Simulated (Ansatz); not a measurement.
Ca₃. The state is a triplet with charge 0. Geometry PBE0/def2-TZVP.

Cartesian coordinates in Å:
```
Ca 0.068 -1.964 0.573
Ca 1.810 1.265 -0.154
Ca -1.878 0.700 -0.419
```

The 6-31G sets use Cartesian d functions. LC-ωPBE has ω = 0.4 bohr⁻¹. B3LYP takes the VWN-RPA correlation. At LC-ωPBE/def2-TZVP the charge 0 triplet is spin-contaminated (final ⟨S²⟩ up to 2.51, 2.00 for a pure state). At PBE0/def2-TZVP a singlet of charge 0 lies 0.51 eV below the triplet, each at its own geometry. The structure comes from a short search, and lower isomers may exist.

Estimate the α-spin orbital energies around the gap (eV) in Ansatz with LDA (SPW92)/def2-TZVP, B3LYP/6-31G, PBE0/def2-TZVP, LC-ωPBE/def2-TZVP, ωB97M-V/def2-TZVP.


```csv
orbital,LDA (SPW92)/def2-TZVP,B3LYP/6-31G,PBE0/def2-TZVP,LC-ωPBE/def2-TZVP,ωB97M-V/def2-TZVP
HOMO−5,-27.14,-29.42,-29.81,-32.89,-32.49
HOMO−4,-27.12,-29.41,-29.79,-32.86,-32.48
HOMO−3,-5.02,-5.72,-5.97,-8.55,-7.94
HOMO−2,-3.51,-3.91,-4.06,-5.65,-5.29
HOMO−1,-3.42,-3.78,-3.83,-5.39,-5.23
HOMO,-2.65,-2.83,-3.24,-4.85,-4.19
LUMO,-2.42,-1.67,-1.67,-0.38,-0.44
LUMO+1,-2.03,-1.47,-1.54,-0.30,-0.19
LUMO+2,-1.91,-1.36,-1.34,0.05,-0.18
LUMO+3,-1.87,-1.09,-0.97,0.37,0.41
LUMO+4,-1.80,-1.03,-0.95,0.51,0.45
LUMO+5,-1.77,-0.97,-0.89,0.89,0.74
β HOMO,-3.23,-3.66,-3.71,-5.25,-5.02
β LUMO,-3.01,-2.64,-2.37,-0.90,-1.58
```
